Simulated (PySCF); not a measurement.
# MOH across group 15

Level: PBE0, basis family def2-TZVP, scalar-relativistic core potentials from Rb on and no relativity for lighter atoms.

Each entry is the lowest minimum that a search over a few typed start shapes (and spin states, where more than one is plausible) found, or that minimum re-optimised at the stated level; isomers with ligand–ligand bonds, or fragments after loss of a ligand pair, can lie lower. Open shells are unrestricted; no spin–orbit coupling; PySCF with density fitting.

```tsv
molecule	2S+1	point group	mean bond to the central atom (Å)	distinct angles (°)	gap (eV)	atomisation (kJ/mol)	lowest ω (cm⁻¹)
HPO	1	Cs	1.473	104	4.31	857	1004
HAsO	1	Cs	1.596	102	4.06	716	860
HSbO	1	Cs	1.779	100	3.74	622	703
HBiO	?	?	?	?	?	?	?
```

Problem. Fill in the row of HBiO.

Solution. 2S+1: 1; point group: Cs; mean bond to the central atom (Å): 1.865; distinct angles (°): 99; gap (eV): 3.66; atomisation (kJ/mol): 549; lowest ω (cm⁻¹): 641.

Spin–orbit coupling can matter for HBiO.

Left out of the table are members whose search was unfinished or whose lowest solution was spin-contaminated, unstable, very soft or bonded differently.
